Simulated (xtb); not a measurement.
C₅H₉O₂ (SMILES [CH2]CCOC(C)=O), doublet, at a GFN2-xTB geometry, atoms displaced at random by about 0.1 Å a coordinate; GFN1-xTB run with xtb.

xtb was given this input:
```
$ xtb mol.xyz --gfn 1 --uhf 1 --opt tight --json

# file mol.xyz
16

C     -3.05003265     0.94729088     0.21348603
C     -1.89616129     0.73160110     0.65304473
C     -0.81277445     0.21359460    -0.20384378
O      0.31145132     0.17427075     0.14305422
C      1.39316793    -0.38122623    -0.18794847
C      2.63873328    -0.38562115     0.41432066
O      1.29202320    -1.11115734    -1.24398800
H     -4.08000640     1.24430426     0.72252052
H     -3.36589052     0.43341746    -0.79630516
H     -1.82395594     0.46831993     1.67031059
H     -1.38762642     1.72817451     0.77818162
H     -0.79743261     0.67486845    -1.45294499
H     -1.08924002    -0.91719156    -0.50123569
H      3.24840220    -1.50166606     0.73841869
H      2.73254803     0.16437009     1.25484335
H      3.42136053    -0.04121448    -0.27396443
```

Write the output that xtb gives for this input, abridged.


```
   ID    Z sym.   atoms
    1    6 C      1-3, 5, 6
    2    8 O      4, 7
    3    1 H      8-16

           -------------------------------------------------
          |                Calculation Setup                |
           -------------------------------------------------

           -------------------------------------------------
          |                 G F N 1 - x T B                 |
           -------------------------------------------------

          ...................................................
          :                      SETUP                      :
          :.................................................:
          :  # basis functions                  46          :
          :  # atomic orbitals                  46          :
          :  # shells                           32          :
          :  # electrons                        41          :
          :  # halogen bonds                     0          :
          :  max. iterations                   250          :
          :  Hamiltonian                  GFN1-xTB          :
          :  restarted?                      false          :
          :  GBSA solvation                  false          :
          :  PC potential                    false          :
          :  electronic temp.          300.0000000     K    :
          :  accuracy                    1.0000000          :
          :  -> integral cutoff          0.2500000E+02      :
          :  -> integral neglect         0.1000000E-07      :
          :  -> SCF convergence          0.1000000E-05 Eh   :
          :  -> wf. convergence          0.2000000E-04 e    :
          :  Broyden damping             0.4000000          :
          :  net charge                          0          :
          :  unpaired electrons                  1          :
          ...................................................

 iter      E             dE          RMSdq      gap      omega  full diag
   1    -24.6454559 -0.246455E+02  0.818E+00    2.98       0.0  T
   2    -24.8501870 -0.204731E+00  0.501E+00    1.58       1.0  T
   3    -24.8488315  0.135555E-02  0.214E+00    2.03       1.0  T
   4    -24.8616883 -0.128568E-01  0.218E-01    1.63       1.0  T
   5    -24.8625035 -0.815219E-03  0.415E-02    1.68       1.0  T
   6    -24.8625228 -0.193233E-04  0.572E-03    1.68       4.4  T
   7    -24.8625231 -0.223678E-06  0.967E-04    1.69      25.9  T
   8    -24.8625231 -0.983645E-08  0.545E-04    1.69      45.9  T
   9    -24.8625231 -0.222517E-08  0.129E-04    1.69     193.3  T
  10    -24.8625231  0.248725E-10  0.558E-05    1.69     448.1  T

   *** convergence criteria satisfied after 10 iterations ***

         :::::::::::::::::::::::::::::::::::::::::::::::::::::
         ::                     SUMMARY                     ::
         :::::::::::::::::::::::::::::::::::::::::::::::::::::
         :: total energy             -24.531337166465 Eh    ::
         :: gradient norm              0.651864507052 Eh/a0 ::
         :: HOMO-LUMO gap              1.688520785685 eV    ::
         ::.................................................::
         :: SCC energy               -24.862523071921 Eh    ::
         :: -> electrostatic           0.096238426489 Eh    ::
         :: repulsion energy           0.336417986571 Eh    ::
         :: dispersion energy         -0.005232081115 Eh    ::
         :: halogen bond corr.         0.000000000000 Eh    ::
         :: add. restraining           0.000000000000 Eh    ::
         :: total charge              -0.000000000000 e     ::
         :::::::::::::::::::::::::::::::::::::::::::::::::::::

      -----------------------------------------------------------
     |                   =====================                   |
     |                        A N C O P T                        |
     |                   =====================                   |
     |               Approximate Normal Coordinate               |
     |                Rational Function Optimizer                |
      -----------------------------------------------------------
      -----------------------------------------------------------
     |                   =====================                   |
     |                        A N C O P T                        |
     |                   =====================                   |
     |               Approximate Normal Coordinate               |
     |                Rational Function Optimizer                |
      -----------------------------------------------------------

          ...................................................
          :                      SETUP                      :
          :.................................................:
          :   optimization level             tight          :
          :   max. optcycles                   200          :
          :   ANC micro-cycles                  20          :
          :   degrees of freedom                42          :
          :.................................................:
          :   RF solver                   davidson          :
          :   write xtbopt.log                true          :
          :   linear?                        false          :
          :   energy convergence         0.1000000E-05 Eh   :
          :   grad. convergence          0.8000000E-03 Eh/α :
          :   maxmium RF displ.          1.0000000          :
          :   Hlow (freq-cutoff)         0.1000000E-01      :
          :   Hmax (freq-cutoff)         5.0000000          :
          :   S6 in model hess.         20.0000000          :
          ...................................................

generating ANC from exact Hessian ...
Using Lindh-Hessian (1995)
 Shifting diagonal of input Hessian by    5.7637577239985065E-003
 Lowest  eigenvalues of input Hessian
    0.000000    0.000000    0.000000    0.000000    0.000000    0.000000
[...]
 * total energy  :   -24.7580932 Eh     change       -0.7278861E-02 Eh
 * total energy  :   -24.7601745 Eh     change       -0.2081242E-02 Eh
 * total energy  :   -24.7608422 Eh     change       -0.6677600E-03 Eh
 * total energy  :   -24.7610057 Eh     change       -0.1634512E-03 Eh
 * total energy  :   -24.7612430 Eh     change       -0.2373274E-03 Eh
 * total energy  :   -24.7612807 Eh     change       -0.3769470E-04 Eh
 * total energy  :   -24.7613006 Eh     change       -0.1992329E-04 Eh
 * total energy  :   -24.7613147 Eh     change       -0.1406438E-04 Eh
 * total energy  :   -24.7613203 Eh     change       -0.5595554E-05 Eh
 * total energy  :   -24.7613238 Eh     change       -0.3491677E-05 Eh
 * total energy  :   -24.7613254 Eh     change       -0.1619636E-05 Eh
 * total energy  :   -24.7613259 Eh     change       -0.5004614E-06 Eh
   *** GEOMETRY OPTIMIZATION CONVERGED AFTER 15 ITERATIONS ***
         :: total energy             -24.761325889468 Eh    ::
[...]
         :: HOMO-LUMO gap              2.850829471264 eV    ::
         ::.................................................::
         :: SCC energy               -25.013436607451 Eh    ::
         :: -> electrostatic           0.087820850060 Eh    ::
         :: repulsion energy           0.257267599630 Eh    ::
         :: dispersion energy         -0.005156881647 Eh    ::
         :: halogen bond corr.         0.000000000000 Eh    ::
         :: add. restraining           0.000000000000 Eh    ::
         :: total charge              -0.000000000000 e     ::
         :::::::::::::::::::::::::::::::::::::::::::::::::::::

           -------------------------------------------------
          |                Property Printout                |
           -------------------------------------------------

    * Orbital Energies and Occupations

         #    Occupation            Energy/Eh            Energy/eV
      -------------------------------------------------------------
         1        2.0000           -0.8340541             -22.6958
       ...           ...                  ...                  ...
         9        2.0000           -0.6023512             -16.3908
        10        2.0000           -0.5958183             -16.2130
        11        2.0000           -0.5736819             -15.6107
        12        2.0000           -0.5488865             -14.9360
        13        2.0000           -0.5369241             -14.6104
        14        2.0000           -0.5352270             -14.5643
        15        2.0000           -0.5258387             -14.3088
        16        2.0000           -0.5226800             -14.2228
        17        2.0000           -0.5172470             -14.0750
        18        2.0000           -0.4938382             -13.4380
        19        2.0000           -0.4860471             -13.2260
        20        2.0000           -0.4639577             -12.6249
        21        1.0000           -0.3557369              -9.6801 (HOMO)
        22                         -0.2509709              -6.8293 (LUMO)
        23                         -0.1440593              -3.9201
        24                         -0.1276848              -3.4745
        25                         -0.1125819              -3.0635
        26                         -0.1060540              -2.8859
        27                         -0.0880982              -2.3973
        28                         -0.0781832              -2.1275
        29                         -0.0756893              -2.0596
        30                         -0.0610245              -1.6606
        31                         -0.0579357              -1.5765
        32                          0.0135065               0.3675
       ...                                ...                  ...
        46                          0.7372554              20.0617
      -------------------------------------------------------------
                  HL-Gap            0.1047661 Eh            2.8508 eV
             Fermi-level           -0.3566006 Eh           -9.7036 eV

  Mulliken/CM5 charges         n(s)   n(p)   n(d)
     1C    -0.11682 -0.22418   1.065  3.052  0.000
     2C    -0.03509 -0.13841   1.028  3.007  0.000
     3C     0.19778  0.11758   1.002  2.800  0.000
     4O    -0.42235 -0.50782   1.690  4.733  0.000
     5C     0.58731  0.63837   0.974  2.438  0.000
     6C    -0.12451 -0.26448   1.018  3.107  0.000
     7O    -0.53328 -0.58409   1.719  4.814  0.000
     8H     0.04008  0.09250   0.960  0.000  0.000
     9H     0.03695  0.09015   0.963  0.000  0.000
    10H     0.04989  0.10655   0.950  0.000  0.000
    11H     0.05307  0.10970   0.947  0.000  0.000
    12H     0.03998  0.10441   0.960  0.000  0.000
    13H     0.04523  0.11185   0.955  0.000  0.000
    14H     0.06393  0.11863   0.936  0.000  0.000
    15H     0.05327  0.11009   0.947  0.000  0.000
    16H     0.06455  0.11915   0.935  0.000  0.000

Wiberg/Mayer (AO) data.
largest (>0.10) Wiberg bond orders for each atom

 ---------------------------------------------------------------------------
     #   Z sym  total        # sym  WBO       # sym  WBO       # sym  WBO
 ---------------------------------------------------------------------------
     1   6 C    3.181 --     2 C    1.100     9 H    0.988     8 H    0.986
     2   6 C    3.997 --     1 C    1.100     3 C    1.004    10 H    0.944
                            11 H    0.936
     3   6 C    3.882 --     2 C    1.004    12 H    0.973    13 H    0.972
                             4 O    0.888
     4   8 O    2.192 --     5 C    1.104     3 C    0.888     7 O    0.135
     5   6 C    3.836 --     7 O    1.709     4 O    1.104     6 C    0.982
     6   6 C    3.994 --    15 H    0.987     5 C    0.982    14 H    0.969
                            16 H    0.967
     7   8 O    1.960 --     5 C    1.709     4 O    0.135
     8   1 H    1.003 --     1 C    0.986
     9   1 H    1.000 --     1 C    0.988
    10   1 H    1.010 --     2 C    0.944
    11   1 H    1.009 --     2 C    0.936
    12   1 H    1.011 --     3 C    0.973
    13   1 H    1.014 --     3 C    0.972
    14   1 H    1.001 --     6 C    0.969
    15   1 H    1.004 --     6 C    0.987
    16   1 H    1.001 --     6 C    0.967
 ---------------------------------------------------------------------------

Topologies differ in total number of bonds
Writing topology from bond orders to xtbtopo.mol

 dipole moment from electron density (au)
     X       Y       Z
  -0.0306   0.6569   0.8344  total (Debye):    2.700

optimized geometry written to: xtbopt.xyz

           -------------------------------------------------
          | TOTAL ENERGY              -24.761325889468 Eh   |
          | GRADIENT NORM               0.000410726953 Eh/α |
          | HOMO-LUMO GAP               2.850829471264 eV   |
           -------------------------------------------------

normal termination of xtb
```
